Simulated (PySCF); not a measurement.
# How the method changes the shape and vibrations of Cl2GeH2N cation

All numbers below are calculated, not measured. The program is PySCF 2.14.0, an open-source quantum chemistry code, run on an isolated molecule that a program drew, which may never have been made. The molecule is Cl2GeH2N cation (charge +1, singlet), drawn as the SMILES string `[NH2][Ge+]([Cl])[Cl]`.

The geometry was optimised and harmonic frequencies were computed with HF and MP2, all in the cc-pV(D+d)Z basis, for the commonest isotopes, with a restricted reference for singlets and an unrestricted one otherwise, and a frozen core in MP2. Germanium has the cc-pVDZ-PP basis, with a core potential (ECP10MDF) in place of its 10 inner electrons, and its 3s, 3p and 3d shells are frozen in MP2. Each result is a local minimum of its method.

Geometry at the HF minimum:
```xyz
6
Cl2GeH2N cation, angstrom
N    -0.2865    0.5795   -1.4410
Ge   -1.6133    1.1435   -0.5052
Cl   -2.6188    2.8410   -1.0656
Cl   -2.1953    0.1210    1.1746
H     0.2313   -0.2488   -1.1982
H     0.0285    1.0538   -2.2710
```

Lengths of the bonds as drawn, in Å (atoms numbered as above):
| bond | HF | MP2 |
|---|---|---|
| N1-Ge2 | 1.719 | 1.742 |
| Ge2-Cl3 | 2.051 | 2.063 |
| Ge2-Cl4 | 2.051 | 2.063 |
| N1-H5 | 1.007 | 1.022 |
| N1-H6 | 1.007 | 1.022 |

Rotational constants, in GHz:
```
constant     HF    MP2
       A  4.439  4.402
       B   2.28  2.235
       C  1.506  1.482
```

Harmonic frequencies in cm^-1, each column in rising order, so a row needn't be the same motion in every method:
| rank | HF | MP2 |
|---|---|---|
| 1 | 159 | 146 |
| 2 | 184 | 150 |
| 3 | 202 | 189 |
| 4 | 428 | 362 |
| 5 | 468 | 469 |
| 6 | 484 | 470 |
| 7 | 559 | 548 |
| 8 | 898 | 839 |
| 9 | 913 | 859 |
| 10 | 1649 | ? |
| 11 | 3727 | 3543 |
| 12 | 3850 | 3676 |

**Estimate the missing MP2 frequency from the HF column.**

A single factor s that minimises the squared misfit of MP2 against s times HF over the other rows is sum(HF x MP2) / sum(HF^2) = 0.9519, with an rms misfit of 19 cm^-1. For rank 10 it gives 0.9519 x 1649 = 1570 cm^-1. The calculation gives 1521 cm^-1, 49 cm^-1 below the estimate. The drawn bonds are on average 1.1 % longer in MP2 than in HF.
